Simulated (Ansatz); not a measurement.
Reaction (adduct formation): `CC#N` + `ClB(Cl)Cl` → `CC#[N+][B-](Cl)(Cl)Cl`

Isolated molecules relaxed with PBE0-D4/def2-TZVP in Ansatz; ΔE leaves out vibrations. CCSD(T)/CBS is the MP2 limit (def2-TZVPP, def2-QZVPP) plus CCSD(T) − MP2 in def2-TZVPP, frozen cores. This one scheme is used for every species. Functionals use def2-TZVPP. B3LYP here is the variant with VWN-RPA as its local correlation; programs differ in this. HSE06 is defined as in plane-wave codes.

```
         level  ΔE (kJ/mol)
        PBE-D4        -41.0
     revPBE-D4        -39.3
       PBE0-D4        -44.9
  CAM-B3LYP-D4        -37.6
         B3LYP        -14.9
         HSE06        -34.8
  MP2/def2-SVP        -33.9
MP2/def2-TZVPP        -39.5
```

(1) What does CCSD(T)/CBS give? (Estimate.)

Largest T1 diagnostic among the species: 0.012.

Results:

(1) Ansatz gave: -38.7 kJ/mol. The listed levels differ from it by -2.3, -0.6, -6.2, 1.1, 23.8, 3.9, 4.8, -0.8 kJ/mol.

The D4 term adds −18.6 kJ/mol with B3LYP and −10.4 kJ/mol with PBE0; it sums over pairs of atoms, weighted by their polarisabilities, and B3LYP, whose exchange is more repulsive, gets the larger term. In def2-TZVPP, CCSD(T) changes the Hartree–Fock value by −25.9 kJ/mol (the triples alone add −2.8 kJ/mol) and MP2 by −38.0 kJ/mol.

CCSD(T)/CBS has its own doubt, a few kJ/mol and more with outer-core shells, so smaller differences from it don't rank the levels.
